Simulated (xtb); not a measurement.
HB₂O₂, charge +1, singlet, at a GFN2-xTB geometry; xtb with GFN2-xTB.

Here is a job for xtb.
```
$ xtb mol.xyz --gfn 2 --chrg 1 --uhf 0 --json

# file mol.xyz
5

O     -0.00000000    -0.00000000    -2.10876780
B     -0.00000000    -0.00000000    -0.93082013
B      0.00000000     0.00000000     0.70046662
O      0.00000000     0.00000000     1.89489479
H      0.00000000     0.00000000     2.86275160
```

The log (banner, timings and long lists left out):

```
   ID    Z sym.   atoms
    1    8 O      1, 4
    2    5 B      2, 3
    3    1 H      5

           -------------------------------------------------
          |                Calculation Setup                |
           -------------------------------------------------

           -------------------------------------------------
          |                 G F N 2 - x T B                 |
           -------------------------------------------------

          ...................................................
          :                      SETUP                      :
          :.................................................:
          :  # basis functions                  17          :
          :  # atomic orbitals                  17          :
          :  # shells                            9          :
          :  # electrons                        18          :
          :  max. iterations                   250          :
          :  Hamiltonian                  GFN2-xTB          :
          :  restarted?                      false          :
          :  GBSA solvation                  false          :
          :  PC potential                    false          :
          :  electronic temp.          300.0000000     K    :
          :  accuracy                    1.0000000          :
          :  -> integral cutoff          0.2500000E+02      :
          :  -> integral neglect         0.1000000E-07      :
          :  -> SCF convergence          0.1000000E-05 Eh   :
          :  -> wf. convergence          0.1000000E-03 e    :
          :  Broyden damping             0.4000000          :
          :  net charge                          1          :
          :  unpaired electrons                  0          :
          ...................................................

 iter      E             dE          RMSdq      gap      omega  full diag
   1    -10.7648273 -0.107648E+02  0.171E+01    5.28       0.0  T
   2    -10.7848672 -0.200399E-01  0.974E+00    5.03       1.0  T
   3    -10.6515540  0.133313E+00  0.721E+00    3.83       1.0  T
   4    -10.8504244 -0.198870E+00  0.990E-01    4.99       1.0  T
   5    -10.8509419 -0.517507E-03  0.440E-01    5.03       1.0  T
   6    -10.8509457 -0.382632E-05  0.320E-01    5.01       1.0  T
   7    -10.8511286 -0.182949E-03  0.862E-02    5.04       1.0  T
   8    -10.8511447 -0.160450E-04  0.572E-02    5.02       1.0  T
   9    -10.8511627 -0.180432E-04  0.546E-03    5.03       8.2  T
  10    -10.8511627 -0.447883E-08  0.270E-03    5.03      16.6  T
  11    -10.8511628 -0.401626E-07  0.453E-04    5.03      98.7  T
  12    -10.8511628 -0.601066E-10  0.358E-04    5.03     124.9  T

   *** convergence criteria satisfied after 12 iterations ***

         :::::::::::::::::::::::::::::::::::::::::::::::::::::
         ::                     SUMMARY                     ::
         :::::::::::::::::::::::::::::::::::::::::::::::::::::
         :: total energy             -10.711845857378 Eh    ::
         :: gradient norm              0.000150238988 Eh/a0 ::
         :: HOMO-LUMO gap              5.029515835610 eV    ::
         ::.................................................::
         :: SCC energy               -10.851163318543 Eh    ::
         :: -> isotropic ES            0.171141415280 Eh    ::
         :: -> anisotropic ES         -0.009079638467 Eh    ::
         :: -> anisotropic XC         -0.007336970868 Eh    ::
         :: -> dispersion             -0.001333613791 Eh    ::
         :: repulsion energy           0.139317461165 Eh    ::
         :: add. restraining           0.000000000000 Eh    ::
         :: total charge               1.000000000000 e     ::
         :::::::::::::::::::::::::::::::::::::::::::::::::::::

           -------------------------------------------------
          |                Property Printout                |
           -------------------------------------------------

    * Orbital Energies and Occupations

         #    Occupation            Energy/Eh            Energy/eV
      -------------------------------------------------------------
         1        2.0000           -1.0160940             -27.6493
         2        2.0000           -0.9315793             -25.3496
         3        2.0000           -0.8960350             -24.3824
         4        2.0000           -0.8485595             -23.0905
         5        2.0000           -0.8485595             -23.0905
         6        2.0000           -0.7701634             -20.9572
         7        2.0000           -0.7264519             -19.7678
         8        2.0000           -0.7264519             -19.7678
         9        2.0000           -0.7055971             -19.2003 (HOMO)
        10                         -0.5207658             -14.1708 (LUMO)
        11                         -0.5207658             -14.1708
        12                         -0.3277258              -8.9179
        13                         -0.3277258              -8.9179
        14                         -0.2551664              -6.9434
        15                         -0.0166988              -0.4544
        16                          0.6225091              16.9393
        17                          1.0767639              29.3002
      -------------------------------------------------------------
                  HL-Gap            0.1848313 Eh            5.0295 eV
             Fermi-level           -0.6131815 Eh          -16.6855 eV

     #   Z          covCN         q      C6AA      α(0)
     1   8 O        0.789    -0.126    16.933     5.516
     2   5 B        1.755     0.346    34.116    12.307
     3   5 B        1.755     0.426    32.153    11.948
     4   8 O        1.593    -0.097    15.834     5.370
     5   1 H        0.805     0.451     0.401     0.994

 Mol. C6AA /au·bohr⁶  :        396.598969
 Mol. C8AA /au·bohr⁸  :      12007.018504
 Mol. α(0) /au        :         36.135590

Wiberg/Mayer (AO) data.
largest (>0.10) Wiberg bond orders for each atom

 ---------------------------------------------------------------------------
     #   Z sym  total        # sym  WBO       # sym  WBO       # sym  WBO
 ---------------------------------------------------------------------------
     1   8 O    2.583 --     2 B    2.504
     2   5 B    3.491 --     1 O    2.504     3 B    0.980
     3   5 B    3.105 --     4 O    2.061     2 B    0.980
     4   8 O    2.855 --     3 B    2.061     5 H    0.771
     5   1 H    0.796 --     4 O    0.771
 ---------------------------------------------------------------------------

Topologies differ in total number of bonds
Writing topology from bond orders to xtbtopo.mol

molecular dipole:
                 x           y           z       tot (Debye)
 q only:        0.000       0.000       2.553
   full:       -0.000       0.000       3.270       8.312
molecular quadrupole (traceless):
                xx          xy          yy          xz          yz          zz
 q only:       -5.887       0.000      -5.887       0.000       0.000      11.774
  q+dip:       -7.301       0.000      -7.301      -0.000       0.000      14.603
   full:       -5.269       0.000      -5.269       0.000       0.000      10.538

           -------------------------------------------------
          | TOTAL ENERGY              -10.711845857378 Eh   |
          | GRADIENT NORM               0.000150238988 Eh/α |
          | HOMO-LUMO GAP               5.029515835610 eV   |
           -------------------------------------------------

normal termination of xtb
```
